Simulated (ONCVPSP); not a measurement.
**Os (Z = 76), ONCV: configuration errors across variants**

- Element: osmium (Os)
- Generator: ONCVPSP 4.0.1
- Type: optimised norm-conserving Vanderbilt (ONCV)
- Functional: PBEsol
- Relativity: scalar-relativistic
- Frozen core: [Kr] 4d10 4f14
- Valence charge: 16
- Reference configuration: 5s2 5p6 5d6 6s1.5 6p0.5
- Partial waves: 5s+6s: rc 1.55 bohr, ncon 4, nbas 8, qcut 8.9 1/bohr, 2 projectors; 5p+6p: rc 1.65 bohr, ncon 5, nbas 9, qcut 8.7 1/bohr, 2 projectors; 5d: rc 2.40 bohr, ncon 4, nbas 9, qcut 7 1/bohr, 2 projectors, debl 3.5 Ha; f scattering state at 0.1 Ha: rc 2.30 bohr, ncon 3, nbas 8, qcut 4.5 1/bohr, 1 projector
- Local potential: polynomial inside 0.95 bohr (lpopt 2, dvloc0 0 Ha)
- Core correction: polynomial model core, fcfact 0.5

All-electron excitation energies from the reference (eV): (1) 5s2 5p6 5d6 6s2 6p0 -2.518; (2) 5s2 5p6 5d6 6s1 6p0 7.107; (3) 5s2 5p6 5d6 6s0 6p0 24.047.

4 further variants failed, have other tests or too few solved ones, and are left out.

A true bound ghost makes a file unfit for plane-wave use even where its test errors are small: the radial tests pick states by their node count and pass the ghost by.

Errors AE − PS in meV (a dash: test not solved or not reliable):

| change | (1) | (2) | (3) | bound ghosts | GHOST(+) flags above zero |
| --- | --- | --- | --- | --- | --- |
| base | +0.6 | -2.7 | -10 | d | s |
| s: qcut 6.7; p: qcut 6.5; d: qcut 5.3; f: qcut 3.4 | +0.5 | -2.4 | -11 | none | s, f |
| s: qcut 7.3; p: qcut 7.1; d: qcut 5.7; f: qcut 3.7 | +0.5 | -2.5 | -10 | none | s, f |
| s: qcut 8.4; p: qcut 8.2; d: qcut 6.6; f: qcut 4.2 | +0.6 | -2.7 | -10 | none | s |
| s: qcut 8.8; p: qcut 8.6 | +0.6 | -2.7 | -10 | d | s |
| s: qcut 9.7; p: qcut 9.5; d: qcut 7.6; f: qcut 4.9 | +0.6 | -2.8 | -10 | none | s |

Task: Give the same row for: s: qcut 5.6; p: qcut 5.4; d: qcut 4.4; f: qcut 2.8.

Result: +0.4, -1.9, -12; bound ghosts: none; GHOST(+) flags above zero: s, d, f.
